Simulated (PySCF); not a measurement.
# Mass spectrum arithmetic for MoNCl3

Species: MoNCl3 (`[N]#[Mo]([Cl])([Cl])[Cl]`).

All values are calculated from tables of isotopes.

Question: Find the molar and monoisotopic masses of Cl3MoN.

Answer: For Cl3MoN, with standard atomic weights, 1 × 95.950 + 1 × 14.007 + 3 × 35.450 = 216.307 g/mol. From the most abundant isotopes (98Mo, 14N, 35Cl), 1 × 97.905408 + 1 × 14.003074 + 3 × 34.968853 = 216.8150 u.

Question: What cluster does the molecular ion M+• show when like nominal masses merge?

Answer: 
```json
{"nominal mass": "211", "m/z (centroid)": "210.8159", "relative intensity": "34.1"}
{"nominal mass": "212", "m/z (centroid)": "211.8129", "relative intensity": "0.1"}
{"nominal mass": "213", "m/z (centroid)": "212.8134", "relative intensity": "53.9"}
{"nominal mass": "214", "m/z (centroid)": "213.8149", "relative intensity": "36.8"}
{"nominal mass": "215", "m/z (centroid)": "214.8124", "relative intensity": "69.3"}
{"nominal mass": "216", "m/z (centroid)": "215.8132", "relative intensity": "57.3"}
{"nominal mass": "217", "m/z (centroid)": "216.8126", "relative intensity": "100.0"}
{"nominal mass": "218", "m/z (centroid)": "217.8111", "relative intensity": "32.6"}
{"nominal mass": "219", "m/z (centroid)": "218.8123", "relative intensity": "87.8"}
{"nominal mass": "220", "m/z (centroid)": "219.8088", "relative intensity": "8.2"}
{"nominal mass": "221", "m/z (centroid)": "220.8112", "relative intensity": "39.5"}
{"nominal mass": "222", "m/z (centroid)": "221.8066", "relative intensity": "0.9"}
{"nominal mass": "223", "m/z (centroid)": "222.8096", "relative intensity": "8.6"}
{"nominal mass": "225", "m/z (centroid)": "224.8077", "relative intensity": "0.7"}
```

Cut off at 0.1 %. One electron mass, 0.00055 u, is taken off. Abundances used (%; other tables differ somewhat): 92Mo 14.84, 94Mo 9.25, 95Mo 15.92, 96Mo 16.68, 97Mo 9.55, 98Mo 24.13, 100Mo 9.63; 14N 99.632, 15N 0.368; 35Cl 75.78, 37Cl 24.22.

Question: What resolving power m/Δm just matches the spacing of the species with one 37Cl and with one 100Mo?

Answer: They lie 0.00502 u apart at mass 218.81, so m/Δm is about 44000.

Question: What is the composition by mass?

Answer: Mo 44.36 %, N 6.48 %, Cl 49.17 %.

Question: Which m/z would the protonated and sodiated molecule have?

Answer: [M+H]+ 217.8223, [M+Na]+ 239.8043, for the monoisotopic species (arithmetic only; whether such ions form is another matter).
